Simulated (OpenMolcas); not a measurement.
V3+ (d2) in a complex was computed by SS-CASPT2, IPEA 0.25 Eh, imaginary shift 0.1 Eh with the d shell active (OpenMolcas, ANO-RCC-VTZP on the metal). Its lowest spin-free states, and all those of the highest spin:

```tsv
2S+1	Degeneracy	E (cm-1)
3	1	0
3	3	4910
1	2	8890
3	3	9550
1	3	13570
1	1	15600
3	3	17490
1	3	17770
1	2	22430
1	3	23230
1	1	38870
```

Task: Is the site octahedral, tetrahedral or cube-like, axial, or of lower symmetry?

Result: The states with 2S+1 = 3 have orbital degeneracies 1, 3, 3, 3. Threefold states need a cubic site. For d2 at this spin an octahedron puts the threefold T1 below the threefold T2 and a tetrahedron or cube puts the single A2 below the threefold T2, so the site is a tetrahedron or a cube, which this pattern cannot tell apart. The first gap at this spin, 4910 cm-1, is |10Dq| in ligand-field theory. The run had V3+ with 4 ligands (chloride) in tetrahedral coordination (Td) at 2.27 Å. A charge of +0.25 e stands 2.4 Å behind each ligand. Ligand basis ANO-RCC-VDZP.

Roots that are degenerate in the reference are averaged as groups; the widest CASPT2 spread within a group is 740 cm-1 (the 3-fold group of multiplicity 1 near 17800 cm-1 above the lowest state of its run). Shifts and gaps below about the spread of the groups concerned are not significant. Over all roots computed the reference weight is 0.71 to 0.73; a low but even weight reflects the number of correlated electrons. Ligand-to-metal charge-transfer states are missing. These CASPT2 states fit no ligand-field parameters well, so their order and spin gaps are uncertain. With no ligand orbital active B as a rule stays too high, so bands that hang on it stand too high and its fall with covalency is understated. With one d shell and no ligand orbital active, 10Dq can be off by a tenth or more. No measured value stands beside these numbers; the geometry was imposed, not optimised, and the real ion may take another.
